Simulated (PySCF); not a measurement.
C4H10BN, SMILES CNB1CCC1.

Geometry optimised at PBE0-D3(BJ)/def2-SVP. A frequency run showed that this geometry is not a minimum. This is a generated structure with no PubChem entry under its InChIKey; it may be hypothetical. The values are those of a single conformer.

All values below come from TDDFT-PBE/def2-SVPD in PySCF.

Vertical excitations. Gas-phase values at a fixed geometry. State labels are in the subgroup Cs.

| state | symmetry | energy (eV) | λ (nm) | f | main pairs |
|---|---|---|---|---|---|
| S1 | A" | 5.98 | 207 | 0.000 | HOMO→LUMO+1 100 % |
| S2 | A' | 6.13 | 202 | 0.021 | HOMO−1→LUMO+1 99 % |
| S3 | A" | 6.28 | 198 | 0.000 | HOMO−1→LUMO 99 % |
| S4 | A' | 6.40 | 194 | 0.004 | HOMO−2→LUMO+1 95 % |
| S5 | A" | 6.52 | 190 | 0.000 | HOMO−2→LUMO 99 % |
| S6 | A' | 6.70 | 185 | 0.181 | HOMO→LUMO 84 % |
| S7 | A" | 6.70 | 185 | 0.002 | HOMO→LUMO+2 99 % |
| S8 | A' | 6.86 | 181 | 0.067 | HOMO−1→LUMO+2 96 % |
| S9 | A" | 6.87 | 181 | 0.009 | HOMO→LUMO+3 100 % |
| S10 | A' | 6.98 | 178 | 0.002 | HOMO−1→LUMO+3 100 % |
| T1 | A' | 5.40 | 230 | 0 | HOMO→LUMO 98 % |
| T2 | A" | 5.70 | 218 | 0 | HOMO−1→LUMO 100 % |
| T3 | A" | 5.86 | 211 | 0 | HOMO→LUMO+1 99 % |
| T4 | A" | 6.02 | 206 | 0 | HOMO−2→LUMO 99 % |
Triplets are in the Tamm–Dancoff approximation, which puts them higher than full response would, so one can lie above its singlet here.
